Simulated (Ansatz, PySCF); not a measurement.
Spin states of F2W (SMILES [F][W][F]), each relaxed with B3LYP-D3(BJ)/def2-TZVP.
State 1 (charge 0, multiplicity 3):
```xyz
3

W     -0.0097     0.0165    -0.0228
F     -0.2365     1.3716    -1.2338
F      0.2131    -1.3406     1.1863
```
State 2 (charge 0, multiplicity 5):
| atom | x (Å) | y (Å) | z (Å) |
|---|---|---|---|
| W | 0.3255 | 0.2001 | 0.1209 |
| F | -0.3985 | 1.2513 | -1.2794 |
| F | 0.0397 | -1.4039 | 1.0882 |

```json
[
 {"level": "SVWN5/def2-TZVPP", "energy of the multiplicity-5 state less that of the multiplicity-3 state (kcal/mol)": "12.44", "cost": "×0.4"},
 {"level": "PBE/def2-TZVPP", "energy of the multiplicity-5 state less that of the multiplicity-3 state (kcal/mol)": "3.55", "cost": "×1"},
 {"level": "PBE-D3(BJ)/def2-TZVPP", "energy of the multiplicity-5 state less that of the multiplicity-3 state (kcal/mol)": "3.55", "cost": "×1"},
 {"level": "PBE-D4/def2-TZVPP", "energy of the multiplicity-5 state less that of the multiplicity-3 state (kcal/mol)": "3.55", "cost": "×1"},
 {"level": "BLYP/def2-TZVPP", "energy of the multiplicity-5 state less that of the multiplicity-3 state (kcal/mol)": "11.50", "cost": "×1"},
 {"level": "BLYP-D3(BJ)/def2-TZVPP", "energy of the multiplicity-5 state less that of the multiplicity-3 state (kcal/mol)": "11.49", "cost": "×1"},
 {"level": "BLYP-D4/def2-TZVPP", "energy of the multiplicity-5 state less that of the multiplicity-3 state (kcal/mol)": "11.49", "cost": "×1"},
 {"level": "r2SCAN/def2-TZVPP", "energy of the multiplicity-5 state less that of the multiplicity-3 state (kcal/mol)": "-5.98", "cost": "×7"},
 {"level": "r2SCAN-D3(BJ)/def2-TZVPP", "energy of the multiplicity-5 state less that of the multiplicity-3 state (kcal/mol)": "-5.98", "cost": "×7"},
 {"level": "r2SCAN-D4/def2-TZVPP", "energy of the multiplicity-5 state less that of the multiplicity-3 state (kcal/mol)": "-5.98", "cost": "×7"},
 {"level": "B97M-V/def2-TZVPP", "energy of the multiplicity-5 state less that of the multiplicity-3 state (kcal/mol)": "0.00", "cost": "×3"},
 {"level": "r2SCANh/def2-TZVPP", "energy of the multiplicity-5 state less that of the multiplicity-3 state (kcal/mol)": "-6.73", "cost": "×2"},
 {"level": "B3LYP/def2-TZVPP", "energy of the multiplicity-5 state less that of the multiplicity-3 state (kcal/mol)": "8.13", "cost": "×0.3"},
 {"level": "B3LYP-D3(BJ)/def2-TZVPP", "energy of the multiplicity-5 state less that of the multiplicity-3 state (kcal/mol)": "8.12", "cost": "×0.3"},
 {"level": "B3LYP-D4/def2-TZVPP", "energy of the multiplicity-5 state less that of the multiplicity-3 state (kcal/mol)": "8.12", "cost": "×0.3"},
 {"level": "PBE0/def2-TZVPP", "energy of the multiplicity-5 state less that of the multiplicity-3 state (kcal/mol)": "-1.16", "cost": "×0.5"},
 {"level": "PBE0-D3(BJ)/def2-TZVPP", "energy of the multiplicity-5 state less that of the multiplicity-3 state (kcal/mol)": "-1.16", "cost": "×0.5"},
 {"level": "PBE0-D4/def2-TZVPP", "energy of the multiplicity-5 state less that of the multiplicity-3 state (kcal/mol)": "-1.16", "cost": "×0.5"},
 {"level": "BHLYP/def2-TZVPP", "energy of the multiplicity-5 state less that of the multiplicity-3 state (kcal/mol)": "4.16", "cost": "×0.5"},
 {"level": "BHLYP-D3(BJ)/def2-TZVPP", "energy of the multiplicity-5 state less that of the multiplicity-3 state (kcal/mol)": "4.16", "cost": "×0.5"},
 {"level": "BHLYP-D4/def2-TZVPP", "energy of the multiplicity-5 state less that of the multiplicity-3 state (kcal/mol)": "4.16", "cost": "×0.5"},
 {"level": "CAM-B3LYP/def2-TZVPP", "energy of the multiplicity-5 state less that of the multiplicity-3 state (kcal/mol)": "8.69", "cost": "×0.6"},
 {"level": "CAM-B3LYP-D3(BJ)/def2-TZVPP", "energy of the multiplicity-5 state less that of the multiplicity-3 state (kcal/mol)": "8.69", "cost": "×0.6"},
 {"level": "CAM-B3LYP-D4/def2-TZVPP", "energy of the multiplicity-5 state less that of the multiplicity-3 state (kcal/mol)": "8.69", "cost": "×0.6"},
 {"level": "wB97X-V/def2-TZVPP", "energy of the multiplicity-5 state less that of the multiplicity-3 state (kcal/mol)": "10.53", "cost": "×2"},
 {"level": "wB97M-V/def2-TZVPP", "energy of the multiplicity-5 state less that of the multiplicity-3 state (kcal/mol)": "8.80", "cost": "×2"},
 {"level": "B2PLYP/def2-TZVPP", "energy of the multiplicity-5 state less that of the multiplicity-3 state (kcal/mol)": "8.35", "cost": "×0.7"},
 {"level": "B2PLYP-D3(BJ)/def2-TZVPP", "energy of the multiplicity-5 state less that of the multiplicity-3 state (kcal/mol)": "8.35", "cost": "×0.7"},
 {"level": "B2PLYP-D4/def2-TZVPP", "energy of the multiplicity-5 state less that of the multiplicity-3 state (kcal/mol)": "8.35", "cost": "×0.7"},
 {"level": "CCSD/def2-SVP", "energy of the multiplicity-5 state less that of the multiplicity-3 state (kcal/mol)": "0.86", "cost": "-"},
 {"level": "CCSD/def2-TZVPP", "energy of the multiplicity-5 state less that of the multiplicity-3 state (kcal/mol)": "2.48", "cost": "-"},
 {"level": "CCSD(T)/def2-SVP", "energy of the multiplicity-5 state less that of the multiplicity-3 state (kcal/mol)": "3.54", "cost": "×3"},
 {"level": "CCSD(T)/def2-TZVPP", "energy of the multiplicity-5 state less that of the multiplicity-3 state (kcal/mol)": "6.18", "cost": "×10"},
 {"level": "CCSD(T)/CBS(def2-SVP, def2-TZVPP)", "energy of the multiplicity-5 state less that of the multiplicity-3 state (kcal/mol)": "6.45", "cost": "×10"}
]
```

The rows run from -6.73 (r2SCANh/def2-TZVPP) to 12.44 kcal/mol (SVWN5/def2-TZVPP). From def2-SVP to def2-TZVPP CCSD(T) changes by 2.64. The dispersion term adds 0.00 in PBE-D3(BJ), 0.00 in PBE-D4, -0.01 in BLYP-D3(BJ). The 13 functionals in def2-TZVPP without D3 or D4 span 19.17, from r2SCANh to SVWN5.

Singlets are restricted, other states unrestricted; no spin–orbit coupling, no relativity up to Kr; see below for the cores. The largest T1 diagnostic is 0.022.

Correlated levels freeze the inner cores; with def2 sets outer-core shells near the valence are correlated too. CBS: X⁻³ extrapolation of the correlation energy, Hartree–Fock from the larger set.

The values were computed with Ansatz (Gaussian orbitals); PySCF for the dispersion terms.  In def2 rows elements past Kr take small-core potentials, without spin–orbit coupling.

Costs are rough ratios of core time to PBE/def2-TZVPP (about 17 s over the structures, on one shared machine); a dash marks a level with no comparable run of its own.

Ansatz is an electronic-structure program.
